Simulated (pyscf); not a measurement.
Structures and frequencies: ωB97X-D3(BJ)/def2-SVP in PySCF. Correlated levels are frozen-core, on RHF or UHF. ΔMP2 is the change of the MP2 total energy from the triple- to the quadruple-zeta basis.

Problem. Estimate by transition-state theory (the high-pressure limit) the rate constant of H₂N–NH–SiH₂• → •HN–NH–SiH₃ (doublet surface; H–N broken, H–Si formed) at 900 K, with CCSD(T)/def2-TZVPP + ΔMP2(QZVPP) energies (ideal gas, 1 atm, RRHO with modes under 100 cm⁻¹ raised to 100, one conformer, R ln 2 for chiral ones without a mode under 150 cm⁻¹; no tunnelling).

Solution. The electronic barrier is 38.1 kcal/mol and the thermal terms add -0.9, so ΔG‡ = 37.2 kcal/mol. With k_BT/h = 1.88e+13 s⁻¹ and RT = 1.788 kcal/mol, k = 1.7e+04 s⁻¹, a half-life of 4.0e-05 s through this channel alone. Wigner's tunnelling factor for 1892i cm⁻¹ would be 1.38, likely too low at so high a frequency. A shift of 1 kcal/mol in the barrier changes k by a factor 1.7. H₂N–NH–SiH₂• lies 53.8 kcal/mol over its isomer H₂N–SiH•–NH₂ (electronic energy, ωB97M-D3(BJ)/def2-TZVP). •HN–NH–SiH₃ lies 46.1 kcal/mol over its isomer H₂N–SiH•–NH₂ (electronic energy, ωB97M-D3(BJ)/def2-TZVP). This is the saddle that the search found; another between the same sides may lie lower. The CCSD(T) − MP2 part came from Ansatz, without density fitting, on the same reference.
